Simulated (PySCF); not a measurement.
# One molecule, several mistakes: B2H7NSi

These are calculations, not measurements. They come from PySCF 2.14.0, an open-source quantum chemistry program, on an isolated molecule that a program drew, which may never have been made. The molecule is B2H7NSi (charge 0, singlet), drawn as the SMILES string `NBB[SiH3]`.

Each row is a Hartree-Fock (HF) and frozen-core CCSD(T) single point in the cc-pV(D+d)Z basis, meant for a local HF minimum. Run 1 is clean. Each other run has one planted mistake out of seven kinds, and not every kind appears here: one electron removed, one electron added, multiplicity raised by two, geometry at a saddle point, minimal basis STO-3G, one bond length entered in bohr, all coordinates scaled. The reference is restricted for singlets and unrestricted otherwise, and also for a bond in bohr. Adding or removing an electron swaps singlet and doublet. Electrons count all cores. HOMO and LUMO are orbital energies over both spins, the gradient is its largest component, and the lowest frequency (negative if imaginary) is given only where the gradient is small. Bond lengths are over the 10 bonds as drawn. T1 is the CCSD diagnostic: over 0.02 (restricted) or 0.045 (unrestricted) a single reference is doubtful.

Geometry of the clean run:
```xyz
11
B2H7NSi, angstrom
N     0.8748   -2.1198   -1.0544
B    -0.1383   -1.3973   -0.4252
B     0.0619   -0.0091    0.5368
Si    0.3961   -0.0258    2.5539
H     1.8433   -1.8804   -1.0121
H     0.6951   -2.9332   -1.6051
H    -1.2694   -1.8063   -0.5680
H    -0.0214    1.0853    0.0368
H     1.8262    0.3315    2.7721
H    -0.4370    0.9758    3.2688
H     0.1645   -1.3467    3.1930
```

| run | electrons | basis functions | <S^2> | HOMO (eV) | LUMO (eV) | gradient (hartree/bohr) | lowest frequency (cm^-1) | mean bond (Å) | longest bond (Å) | T1 | HF (hartree) | CCSD(T) (hartree) | mistake |
|---|---|---|---|---|---|---|---|---|---|---|---|---|---|
| 1 | 38 | 100 | 0.000 | -10.35 | 1.64 | 2.1e-05 | 47 | 1.4016 | 2.045 | 0.0144 | -396.83580 | -397.34956 | no fault |
| 2 | 38 | 100 | 0.000 | -10.46 | 1.94 | 1.1e-01 | - | 1.2783 | 1.865 | 0.0130 | -396.74638 | -397.25174 | all coordinates scaled |
| 3 | 38 | 31 | 0.000 | -8.46 | 6.74 | 3.2e-02 | - | 1.4016 | 2.045 | 0.0160 | -392.16594 | -392.38472 | minimal basis STO-3G |
| 4 | 37 | 100 | 0.773 | -16.85 | -7.70 | 7.8e-02 | - | 1.4016 | 2.045 | 0.0260 | -396.50402 | -397.00043 | ? |
| 5 | 39 | 100 | 0.761 | -0.43 | 8.38 | 4.7e-02 | - | 1.4016 | 2.045 | 0.0144 | -396.81098 | -397.34531 | ? |

**Which mistake was planted in run 4, and what did it cost?**

It counts 37 electrons, one fewer than the clean run, at the same geometry and basis. So the mistake is: one electron removed. Subtracting run 1 and multiplying by 627.51 kcal/mol a hartree, the energy moved by 208.2 kcal/mol in HF and 219.1 kcal/mol in CCSD(T).

**Which mistake was planted in run 5, and what did it cost?**

It counts 39 electrons, one more than the clean run, at the same geometry and basis. So the mistake is: one electron added. Subtracting run 1 and multiplying by 627.51 kcal/mol a hartree, the energy moved by 15.6 kcal/mol in HF and 2.7 kcal/mol in CCSD(T).

Cautions from the logs. Run 5: the added electron raises the CCSD(T) energy, so it isn't bound in this basis.
